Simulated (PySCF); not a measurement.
PySCF job for B(I)(Me)(OH) (CH₄BIO), SMILES CB(O)I, PBE0-D3(BJ)/def2-SVP. The structure is a stationary point at PBE0-D3(BJ)/def2-SVP. The def2 effective core potentials stand for the cores of I; spin–orbit coupling is left out. Other conformers were not sampled.

```python
import numpy as np
from pyscf import gto, scf, dft, df
from pyscf.hessian import thermo

mol = gto.M(
    atom='''
    B     0.12796161    1.35098834   -0.00000000
    I    -0.03941269   -0.82556844    0.00000000
    C    -1.16301787    2.22396431   -0.00000000
    H    -1.78357587    1.99431150    0.88081016
    H    -0.92181568    3.29699340   -0.00000000
    H    -1.78357587    1.99431150   -0.88081016
    O     1.35537154    1.89050284    0.00000000
    H     2.07316675    1.24676076    0.00000000
    ''',
    basis='def2-SVP',
    ecp={'I': 'def2-svp'},
    charge=0,
    spin=0,
    max_memory=1600,
    verbose=3,
)
mf = dft.RKS(mol, xc='pbe0').density_fit(auxbasis='def2-universal-jkfit')
mf.disp = 'd3bj'
mf.grids.level = 3
mf.conv_tol = 1e-11
mf.max_cycle = 100
mf.kernel()

# analytic Hessian; the response equations are solved on a coarser grid
h, args, fine = mf.Hessian(), (mf.mo_energy, mf.mo_coeff, mf.mo_occ), mf.grids
h.max_memory = max(150, 2.5e-5 * df.make_auxmol(mol, mf.with_df.auxbasis).nao * mol.nelec[0] * (mol.nelec[0] + mol.nao))  # MB; small integral blocks
h1ao = h.make_h1(mf.mo_coeff, mf.mo_occ)
mf.grids = dft.Grids(mol).set(level=1).build(with_non0tab=True)
mo1, mo_e1 = h.solve_mo1(*args, h1ao)
mf.grids = fine
hess = h.hess_elec(*args, mo1, mo_e1, h1ao) + h.hess_nuc()
if mf.do_disp():
    hess += h.get_dispersion()
for i in range(mol.natm):  # the analytic DFT Hessian lacks the response of the grid: restore translational invariance
    hess[i, i] -= hess[i].sum(axis=0)
hess = (hess + hess.transpose(1, 0, 3, 2)) / 2
vib = thermo.harmonic_analysis(mol, hess, imaginary_freq=False)
thermo.dump_normal_mode(mol, vib)
th = thermo.thermo(mf, vib['freq_au'][vib['freq_au'] > 0], 298.15, 101325)
thermo.dump_thermo(mol, th)
g0 = mf.nuc_grad_method().set(verbose=0).kernel()

# dipole derivatives [dipole axis, atom, xyz] from the same response
r, irp = mol.intor('int1e_r'), mol.intor('int1e_irp').reshape(3, 3, mol.nao, mol.nao)
sl, dm0, ok = mol.aoslice_by_atom(), np.array(mf.make_rdm1()), []
dmu = np.einsum('a,xt->xat', mol.atom_charges(), np.eye(3))
for a, (_, _, p0, p1) in enumerate(sl):
    dmu[:, a] += 2 * np.einsum('xtij,ij->xt', irp[:, :, :, p0:p1], dm0.reshape(-1, mol.nao, mol.nao).sum(0)[:, p0:p1])
    for u, c, occ, f in [(mo1, mf.mo_coeff, mf.mo_occ, 4)]:
        dmu[:, a] -= f * np.einsum('tui,xuv,vi->xt', u[a], r, c[:, occ > 0], optimize=True)
L = vib['norm_mode']
ir = 974.8801 * (np.einsum('xat,kat->kx', dmu, L) ** 2).sum(1)       # km/mol
apt = np.einsum('xax->a', dmu) / 3
print('mode   freq/cm-1   IR/(km/mol)')
for k, w in enumerate(vib['freq_wavenumber']):
    print(f'{k + 1:4d} {w:11.2f} {ir[k]:13.3f}')
print('max |gradient| / (hartree/bohr):', abs(g0).max())
print('APT charges:', apt.round(4))
```

Output:

```
converged SCF energy = -438.133921118365

WARN: DFTD3 does not support analytical Hessian, using finite difference


WARN: Mole.unit (angstrom) is changed to Bohr

Mode                                 0                   1                   2
Irrep
Freq [cm^-1]                       85.1902            234.1870            291.6457
Reduced mass [au]                   1.0398              3.0147              5.8626
Force const [Dyne/A]                0.0044              0.0974              0.2938
Char temp [K]                     122.5698            336.9430            419.6132
Normal mode                   x     y     z       x     y     z       x     y     z
       0   B                 0.00 -0.00  0.02    0.10 -0.02 -0.00    0.06  0.04  0.00
       1   I                -0.00  0.00  0.00   -0.02  0.02 -0.00   -0.01 -0.04 -0.00
       2   C                -0.00 -0.00  0.02   -0.01 -0.19 -0.00    0.06  0.04  0.00
       3   H                -0.33 -0.36 -0.32    0.03 -0.31 -0.00    0.05  0.05  0.00
       4   H                -0.00 -0.00  0.51   -0.22 -0.14 -0.00    0.08  0.03  0.00
       5   H                 0.33  0.36 -0.32    0.03 -0.31  0.00    0.05  0.05 -0.00
       6   O                 0.00 -0.00 -0.04    0.07  0.04  0.00    0.00  0.19 -0.00
       7   H                 0.00 -0.00 -0.09    0.11  0.07  0.00    0.10  0.31 -0.00
Mode                                 3                   4                   5
Irrep
Freq [cm^-1]                      395.0810            483.6091            626.2362
Reduced mass [au]                   2.3085              3.5723              1.1855
Force const [Dyne/A]                0.2123              0.4923              0.2739
Char temp [K]                     568.4336            695.8059            901.0145
Normal mode                   x     y     z       x     y     z       x     y     z
       0   B                 0.00  0.00  0.23    0.01  0.18 -0.00   -0.00 -0.00 -0.06
       1   I                -0.00  0.00 -0.01    0.00 -0.02  0.00   -0.00  0.00  0.00
       2   C                -0.00 -0.00 -0.01   -0.11  0.07  0.00    0.00 -0.00 -0.00
       3   H                -0.23  0.24 -0.12   -0.07 -0.09 -0.01   -0.02  0.02 -0.01
       4   H                -0.00  0.00 -0.28   -0.38  0.13  0.00   -0.00  0.00 -0.05
       5   H                 0.23 -0.24 -0.12   -0.07 -0.09  0.01    0.02 -0.02 -0.01
       6   O                 0.00 -0.00 -0.05    0.11 -0.01  0.00   -0.00 -0.00  0.09
       7   H                -0.00 -0.00 -0.21   -0.04 -0.18  0.00    0.00  0.00 -0.91
Mode                                 6                   7                   8
Irrep
Freq [cm^-1]                      846.2846            864.6111            930.6041
Reduced mass [au]                   1.7156              1.6251              1.4892
Force const [Dyne/A]                0.7239              0.7158              0.7599
Char temp [K]                    1217.6152           1243.9828           1338.9321
Normal mode                   x     y     z       x     y     z       x     y     z
       0   B                -0.04  0.05 -0.00    0.00 -0.00 -0.14   -0.03  0.13 -0.00
       1   I                 0.00 -0.00  0.00   -0.00  0.00  0.00   -0.00 -0.00  0.00
       2   C                 0.14  0.05  0.00   -0.00 -0.00  0.13    0.04 -0.10  0.00
       3   H                 0.24 -0.37 -0.04   -0.41  0.25 -0.11    0.06  0.06  0.05
       4   H                -0.35  0.14 -0.00    0.00 -0.00 -0.27    0.39 -0.18 -0.00
       5   H                 0.24 -0.37  0.04    0.41 -0.25 -0.11    0.06  0.06 -0.05
       6   O                -0.09 -0.02  0.00    0.00  0.00  0.01   -0.00  0.04  0.00
       7   H                -0.13 -0.06  0.00    0.00  0.00  0.17   -0.45 -0.48  0.00
Mode                                 9                  10                  11
Irrep
Freq [cm^-1]                     1130.7146           1304.9339           1402.4771
Reduced mass [au]                   1.8045              1.4789              1.3759
Force const [Dyne/A]                1.3593              1.4838              1.5945
Char temp [K]                    1626.8466           1877.5094           2017.8523
Normal mode                   x     y     z       x     y     z       x     y     z
       0   B                -0.04  0.17 -0.00   -0.06 -0.07  0.00    0.13 -0.00 -0.00
       1   I                 0.00 -0.00 -0.00    0.00  0.00 -0.00   -0.00  0.00  0.00
       2   C                -0.00 -0.05  0.00   -0.10  0.08 -0.00   -0.06 -0.02 -0.00
       3   H                 0.11 -0.01  0.08    0.31 -0.33  0.18    0.36  0.24  0.35
       4   H                 0.29 -0.12  0.00    0.41 -0.05  0.00   -0.26  0.04  0.00
       5   H                 0.11 -0.01 -0.08    0.31 -0.33 -0.18    0.36  0.24 -0.35
       6   O                -0.03 -0.08  0.00    0.05  0.03  0.00   -0.06 -0.02 -0.00
       7   H                 0.42  0.45  0.00   -0.00 -0.04 -0.00   -0.09 -0.05  0.00
Mode                                12                  13                  14
Irrep
Freq [cm^-1]                     1425.4867           1465.9628           3060.7733
Reduced mass [au]                   1.0474              2.6784              1.0382
Force const [Dyne/A]                1.2539              3.3914              5.7303
Char temp [K]                    2050.9580           2109.1941           4403.7713
Normal mode                   x     y     z       x     y     z       x     y     z
       0   B                -0.00 -0.00 -0.02   -0.21 -0.03 -0.00    0.00 -0.00  0.00
       1   I                 0.00 -0.00  0.00    0.00 -0.00  0.00   -0.00  0.00  0.00
       2   C                 0.00  0.00 -0.06    0.05 -0.06  0.00   -0.04  0.03  0.00
       3   H                -0.03  0.47  0.05    0.17  0.21  0.15    0.32  0.12 -0.46
       4   H                -0.00 -0.00  0.71   -0.33  0.03 -0.00   -0.13 -0.53  0.00
       5   H                 0.03 -0.47  0.05    0.17  0.21 -0.15    0.32  0.12  0.46
       6   O                 0.00  0.00  0.00    0.09  0.03 -0.00   -0.00  0.00 -0.00
       7   H                 0.00  0.00  0.00    0.11  0.05  0.00    0.00 -0.00 -0.00
Mode                                15                  16                  17
Irrep
Freq [cm^-1]                     3152.4465           3174.4169           3885.5212
Reduced mass [au]                   1.0985              1.1045              1.0659
Force const [Dyne/A]                6.4319              6.5577              9.4814
Char temp [K]                    4535.6686           4567.2791           5590.3999
Normal mode                   x     y     z       x     y     z       x     y     z
       0   B                -0.00 -0.00 -0.00   -0.00 -0.00  0.00    0.00 -0.00 -0.00
       1   I                 0.00  0.00  0.00    0.00  0.00  0.00   -0.00 -0.00  0.00
       2   C                -0.00 -0.00 -0.09   -0.05 -0.08  0.00   -0.00  0.00 -0.00
       3   H                -0.39 -0.14  0.53    0.21  0.07 -0.30    0.00  0.00  0.00
       4   H                 0.00  0.00 -0.01    0.17  0.77  0.00   -0.00 -0.00  0.00
       5   H                 0.39  0.14  0.53    0.21  0.07  0.30    0.00  0.00 -0.00
       6   O                 0.00  0.00 -0.00    0.00  0.00  0.00    0.05 -0.04 -0.00
       7   H                 0.00 -0.00 -0.00    0.00  0.00  0.00   -0.73  0.63  0.00
temperature 298.1500 [K]
pressure 101325.00 [Pa]
Rotational constants [GHz] 8.60048 2.09051 1.69942
Symmetry number 1
Zero-point energy (ZPE) 0.05641 [Eh]   148098.777 [J/mol]
                           tot       elec      trans        rot        vib
Entropy [J/mol/K]       325.533      0.000    172.780    111.946     40.806
Cv [J/mol/K]             72.872      0.000     12.472     12.472     47.929
Cp [J/mol/K]             81.187      0.000     20.786     12.472     47.929
Internal energy [J/mol]                      3718.434   3718.434 154999.919
Internal energy [Eh]   -438.07205  -438.13392
Enthalpy [J/mol]                             6197.391   3718.434 154999.919
Enthalpy [Eh]          -438.07111
Gibbs free energy [J/mol]                  -45316.975 -29658.410 142833.572
Gibbs free energy [Eh] -438.10808
mode   freq/cm-1   IR/(km/mol)
   1       85.19         1.600
   2      234.19         0.843
   3      291.65         8.362
   4      395.08         0.753
   5      483.61        35.409
   6      626.24       119.110
   7      846.28         1.659
   8      864.61         5.044
   9      930.60        87.048
  10     1130.71       473.407
  11     1304.93        83.357
  12     1402.48        93.629
  13     1425.49        10.940
  14     1465.96       140.531
  15     3060.77         0.408
  16     3152.45         0.227
  17     3174.42         6.718
  18     3885.52        98.187
max |gradient| / (hartree/bohr): 4.437096553928639e-05
APT charges: [ 1.1568 -0.4086 -0.3788  0.0547  0.0146  0.0547 -0.8377  0.3441]
```

The calculation finished and met its thresholds.
